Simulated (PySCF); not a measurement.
**Property card for `n1cc(C)c(pc1)C=C`**

Species: C7H8NP.
Z-matrix (Å and degrees, GFN2-xTB geometry), rows numbered from 1:
```
C 
C   1  1.3289
C   2  1.4592  1  124.68
P   3  1.7618  2  117.34  1    -1.99
C   4  1.7403  3   99.34  2  -179.77
N   5  1.3092  4  128.44  3     0.18
C   6  1.3182  5  121.22  4    -0.25
C   7  1.3938  6  127.25  5     0.06
C   8  1.5022  3  121.14  2    -0.47
H   1  1.0764  2  121.53  3   179.80
H   1  1.0787  2  121.87  3    -0.15
H   2  1.0804  1  118.79  3  -179.93
H   5  1.0864  4  116.74  3  -180.00
H   7  1.0843  6  113.98  5  -179.88
H   9  1.0894  8  110.81  3   -59.56
H   9  1.0875  8  110.19  3  -179.34
H   9  1.0895  8  110.84  3    60.90
```

Among its groups: C=C double bond and pyridine-type ring nitrogen.

GFN2-xTB geometry:

```yaml
Rotational_constants_A_B_C_of_the_GFN2-xTB_geometry: 1.989, 1.458, 0.846 GHz
```

PBE0/def2-SVPD ground state and vertical TDDFT (core frozen in the response) (PySCF):

```yaml
Dipole_moment: 2.69 D
HOMO_energy: -6.98 eV
LUMO_energy: -2.26 eV
HOMO–LUMO_gap: 4.72 eV
Lowest_singlet_excitation: 3.36 eV (369 nm, f = 0.004)
Strongest_line_among_the_8_lowest_singlet_transitions: S6 at 5.39 eV (230 nm, f = 0.435)
Lowest_triplet_excitation_Tamm–Dancoff: 2.59 eV
Static_isotropic_polarisability: 115.8 au
Electronic_spatial_extent_⟨r²⟩_about_the_centre_of_nuclear_charge: 1346 bohr²
```

PBE0/pcSseg-1 ground state and GIAO shieldings, non-relativistic (PySCF):

```yaml
Lowest_Hirshfeld_atomic_charge: -0.16 e on N6
Highest_Hirshfeld_atomic_charge: +0.09 e on P4
13C_chemical_shifts_computed_TMS_as_zero_by_class: 188.6 (C5), 183.2 (C3), 156.9 (C7), 142.0 (C2), 133.9 (C8), 125.5 (C1), 21.8 (C9) ppm
1H_chemical_shifts_computed_TMS_as_zero_by_class: 10.50 (H13), 8.94 (H14), 7.78 (H11), 7.35 (H12), 5.84 (H10), 2.47 (H15/H16/H17) ppm
Isotropic_shieldings_of_nuclei_other_than_C_and_H_by_class: -109 (N6), 123 (P4) ppm
Mayer_bond_orders_between_heavy_atoms: C1–C2 1.93, C2–C3 1.10, C3–P4 1.26, P4–C5 1.33, C5–N6 1.46, N6–C7 1.51, C7–C8 1.38, C8–C9 1.08, C8–C3 1.37
```

Monoisotopic mass from the formula: 137.0394 u.

The principal polarisabilities are 67.5, 129.7 and 150.2 au; their mean is the isotropic value. With B = h/(8π²I), that is 505.379 GHz u Å² over I, the principal moments of inertia are 254.1, 346.5 and 597.5 u Å² (most abundant isotopes). The vertical singlet–triplet gap S1 − T1 is 0.77 eV (TDDFT singlet less Tamm–Dancoff triplet). The rotational constants make it an asymmetric top with κ = (2B − A − C)/(A − C) = 0.07, midway between the prolate (−1) and oblate (+1) limits. The largest Löwdin shares of the HOMO are 0.45 on N6, 0.22 on P4, 0.10 on C5 and 0.07 on C7. No computed singlet falls in the visible range (750 to 380 nm, 1.65 to 3.26 eV); S1 lies 0.10 eV above its blue end. The dipole equals about 9.0 × 10⁻³⁰ C·m (1 D = 3.33564 × 10⁻³⁰ C·m). The largest Löwdin shares of the LUMO are 0.23 on P4, 0.17 on C3, 0.14 on C1 and 0.10 on C7.

One conformer (not necessarily the lowest) at the GFN2-xTB geometry, without solvent or vibrations. GFN2-xTB frequencies show an imaginary mode (66i cm⁻¹), so this geometry is no minimum at that level. NMR classes are plain means over equivalent atoms (diastereotopic ones count apart unless rotation or inversion swaps them), as if these changed places fast; in this geometry the members of some classes differ.
